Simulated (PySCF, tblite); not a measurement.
Isomers of C5H12NPS, one GFN2-xTB conformer each. Single-point energies are computed at PBE0/pcSseg-1 (PySCF, gas phase, no added dispersion term), electronic only.

**Question.** Rank them by PBE0/pcSseg-1 energy, lowest first (kJ/mol).
A. `[CH3:1][P:2]1(=[NH:3])[CH2:4][CH2:5][S:6][CH2:7][CH2:8]1` with C1–P2–C4–C5 -171°, P2–C4–C5–S6 70°, C4–C5–S6–C7 -67°, C5–S6–C7–C8 66°
B. `[CH3:1][NH:2][P:3]1[CH2:4][CH2:5][S:6][CH2:7][CH2:8]1` with C1–N2–P3–C4 -82°, N2–P3–C4–C5 -159°, P3–C4–C5–S6 72°, C4–C5–S6–C7 -62°, C5–S6–C7–C8 62°

**Answer.** A (0.0), B (0.8).

Neighbours under 10 kJ/mol apart (CP1(=N)CCSCC1 and CNP1CCSCC1) can change places with a better method, another conformer or zero-point energy. GFN2-xTB itself gives, in the same order: 13.8, 0.0. GFN2-xTB puts CNP1CCSCC1 lowest instead.

**Question.** Which frontier levels, dipoles and rotational constants go with these structures?

**Answer.** 
| SMILES | HOMO (eV, PBE0/pcSseg-1) | LUMO (eV) | dipole (D) | A, B, C (MHz) |
| --- | --- | --- | --- | --- |
| CP1(=N)CCSCC1 | -6.31 | 0.99 | 3.01 | 2451, 1106, 1001 |
| CNP1CCSCC1 | -5.85 | 0.60 | 2.05 | 3038, 897.4, 766.7 |

**Question.** What happens when harmonic zero-point energies from GFN2-xTB frequencies are added?

**Answer.** 
```json
{"SMILES": "CP1(=N)CCSCC1", "ZPE (kJ/mol)": "425.3", "electronic (kJ/mol)": "0.0", "with ZPE (kJ/mol)": "0.0"}
{"SMILES": "CNP1CCSCC1", "ZPE (kJ/mol)": "433.1", "electronic (kJ/mol)": "0.8", "with ZPE (kJ/mol)": "8.6"}
```

The zero-point energies span 7.8 kJ/mol. The order is unchanged.
